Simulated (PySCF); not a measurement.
# InI at r²SCAN

Computed with r²SCAN; In cc-pVDZ-PP with ECP28, I cc-pVDZ-PP with ECP28; scalar-relativistic core potentials (PySCF 2.14).

* state: ¹Σ⁺ (singlet), closed shell
* bond length: 2.793 Å
* harmonic wavenumber: 176 cm⁻¹
* force constant: 1.10 mdyn/Å
* rotational constant Be: 0.03583 cm⁻¹
* anharmonicity ωexe: 0.335 cm⁻¹
* vibration–rotation constant αe: 9.83e-05 cm⁻¹
* well depth De to In + I: 356 kJ/mol
* dissociation energy D0: 355 kJ/mol
* HOMO–LUMO gap: 3.73 eV
* bond order (Mayer): 1.09
* dipole moment (positive dipole means In(−)I(+)): -3.45 D

These are scalar-relativistic numbers at best; spin–orbit coupling would shift them, the dissociation energy most.
